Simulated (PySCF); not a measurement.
C2H6OSi2, SMILES O[Si@@H]1C=C[SiH2]1.

The structure is a stationary point at B3LYP-D3(BJ)/def2-SVP. The structure was generated by enumeration; whether it is a known compound was not checked. Other conformers were not sampled.

These are SMD-B3LYP/6-31G* (PySCF) values and carry that method's errors.

Solvation free energies are E(SMD) − E(gas) at the gas-phase geometry, for 1 M in both phases. In vacuum the dipole moment is 1.49 D.

| solvent | ΔG(solv) (kcal/mol) | its non-electrostatic (CDS) part | dipole (D) |
|---|---|---|---|
| water | -2.0 | 4.2 | 2.03 |
| N,N-dimethylformamide | -2.7 | 0.4 | 1.86 |
| 2-propanol | -4.6 | 0.7 | 1.96 |
